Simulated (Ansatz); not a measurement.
```yaml
crystal:
  periodic: [false, false, false]
  atoms:
    - {symbol: Rb, position_ang: [-0.076030, 2.289283, 0.642205]}
    - {symbol: Rb, position_ang: [-1.022199, -0.701553, -2.037288]}
    - {symbol: Rb, position_ang: [0.538574, -1.660868, 1.660495]}
    - {symbol: Rb, position_ang: [-4.360302, -0.087629, 1.691353]}
    - {symbol: Rb, position_ang: [2.865813, 0.130600, -1.168254]}
    - {symbol: H, position_ang: [1.140191, -2.036020, -0.993030]}
    - {symbol: H, position_ang: [-1.664314, -0.107871, 0.700717]}
    - {symbol: H, position_ang: [1.993631, 0.654654, 1.412793]}
    - {symbol: H, position_ang: [0.584646, 1.519414, -1.908990]}
basis:
  gaussian: {orbitals: STO-3G, final_grid: {core_spheres: 20, valence_spheres: 16, degree: 47}}
magnetization: {spin_polarized: true, initial_magnetization: 3}
hamiltonian: {xc: {name: revPBE0}}
scf: {omitted_lower_state_checks: [starts]}
```

```sh
$ ansatz run in.yaml --threads 4 --pin off --events-out ev --progress --plain --max-ram 4787MiB
```

Output, abridged:

```
Functional definition: revPBE0
1105 factors; integrals over basis functions are off by at most 2.7e-4 eV
mean field evaluation 1: about -395839.6637 eV, gradient 1.3e1 eV
mean field evaluation 2: about -395829.6357 eV, gradient 2.6e1 eV
mean field evaluation 4: about -395839.6755 eV, gradient 1.3e1 eV
mean field evaluation 8: about -395843.0786 eV, gradient 2.0e0 eV
mean field evaluation 16: about -395843.1310 eV, gradient 1.5e0 eV
mean field evaluation 32: about -395843.1647 eV, gradient 2.6e-5 eV
mean field -395843.16472733 eV, -14546.9679915955 hartree, gradient 5.9e-6 eV, S^2 3.781544; 0 other end points of the search recorded, 0 dependent functions left out
reference -395843.16477155 eV, -14546.9679932205 hartree; 96, 93 occupied and 18, 21 virtual orbitals, 1105 factors
Total energy: -395843.16477155 eV, -14546.9679932205 hartree
Checks for a lower state left out: starts
```

Run time 20 s (4 threads of Arm Neoverse V1 on a shared host), peak host memory 1.1 GiB.
